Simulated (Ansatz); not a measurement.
Geometry optimisation, RKS B3LYP-D4/def2-SVP (Ansatz).

The input (input.yaml):

```yaml
crystal:
  periodic: [false, false, false]
  atoms:
    - { symbol: B, position_ang: [0.092297, 0.415145, -0.387379] }
    - { symbol: F, position_ang: [-0.081589, 0.041357, 2.099921] }
    - { symbol: O, position_ang: [1.316439, -0.083265, -0.637659] }
    - { symbol: H, position_ang: [1.296969, -0.979754, -1.006094] }
    - { symbol: F, position_ang: [-1.011658, -0.249548, -0.720915] }
    - { symbol: H, position_ang: [0.011376, 1.521861, 0.062355] }
    - { symbol: H, position_ang: [0.094466, 0.907803, 1.819071] }
basis:
  gaussian: { orbitals: def2-SVP }
hamiltonian:
  xc: b3lyp
  dispersion: d4
relax:
  f_tol: 0.03
  max_steps: 50
output:
  orbitals: {}
```

Command:

```bash
$ ansatz run input.yaml --threads 1 --pin off --max-ram 2048MiB --backend cpu --events-out ev --progress --plain --runs-dir out
```

Where does it end, and by what steps?

The run converged. The force dipped under the threshold on the way, but the program's further checks kept it going. After 32 steps the energy has fallen by 0.130 eV; H7 moved furthest, 0.96 Å.

```
step  energy less start (eV)  largest force component (eV/Å)  accepted
   0                  0.0000                           0.275       yes
   2                 -0.0065                           0.572       yes
   4                 -0.0102                           0.188       yes
   6                 -0.0115                           0.015       yes
   8                 -0.0122                           0.082       yes
  10                 -0.0121                           0.099        no
  12                 -0.0133                           0.259       yes
  14                 -0.0148                           0.125       yes
  16                 -0.0178                           0.569       yes
  18                 -0.0064                           1.527        no
  20                 -0.0444                           0.507       yes
  22                 -0.0714                           0.099       yes
  24                 -0.0858                           0.453       yes
  26                 -0.1035                           1.107       yes
  28                 -0.1281                           0.110       yes
  30                 -0.1280                           0.198        no
  32                 -0.1302                           0.022       yes
```

```xyz
7
Properties=species:S:1:pos:R:3
B -0.086 0.551 -0.576
F 0.036 0.196 2.286
O 1.104 0.049 -0.144
H 1.222 -0.887 -0.370
F -0.932 -0.245 -1.217
H -0.341 1.707 -0.394
H 0.715 0.202 1.643
```

Whether the end is a true minimum wasn't checked by a vibrational analysis.

Time of the run: 89 s on 1 thread of Intel(R) Xeon(R) Platinum 8175M CPU @ 2.50GHz (Skylake/Cascade Lake) (shared host), peak memory 0.16 GiB.
